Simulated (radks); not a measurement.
Values are calculated unless marked as measured or tabulated.
Effect of the nuclear size on neutral samarium, [Xe] 4f6 6s2. Code: a radial shooting solver on a logarithmic mesh with Libxc functionals. Model: Dirac Kohn-Sham, BLYP, spin-unpolarised, spherical densities, finite nucleus; open shells fill j = l - 1/2 first; Fermi nuclear charge, rms radius 5.0819 fm. The rms radius is varied about that value; shifts are against it.

| rms radius (fm) | total energy shift (eV) | density at nucleus (e/bohr^3) | 1s1/2 shift (meV) | 2s1/2 shift (meV) | 5s1/2 shift (meV) | 5p1/2 shift (meV) | 6s1/2 shift (meV) | 4f5/2 shift (meV) | 6p1/2 (empty) shift (meV) |
|---|---|---|---|---|---|---|---|---|---|
| 4.5585 | -3.29 | 5.474e+05 | -1360 | -172 | -1.26 | 0.170 | -0.056 | 0.268 | 0.047 |
| 4.6449 | -2.76 | 5.449e+05 | -1140 | -145 | -1.06 | 0.143 | -0.047 | 0.226 | 0.039 |
| 5.0819 | 0 | 5.334e+05 | 0.000 | 0.000 | 0.000 | 0.000 | 0.000 | 0.000 | 0.000 |
| 5.5698 | 3.31 | 5.218e+05 | 1370 | 173 | 1.26 | -0.171 | 0.056 | -0.270 | -0.047 |
| 6.0271 | 6.61 | 5.121e+05 | 2730 | 346 | 2.53 | -0.342 | 0.113 | -0.540 | -0.094 |

Slopes of the eigenvalues against <r^2> in GHz/fm^2, as finite differences over the two radii next to the reference (eigenvalue slopes, not the field-shift constants of lines): 1s1/2 64200, 2s1/2 8120, 5s1/2 59.3, 5p1/2 -8.03, 6s1/2 2.65, 4f5/2 -12.7, 6p1/2 (empty) -2.21.
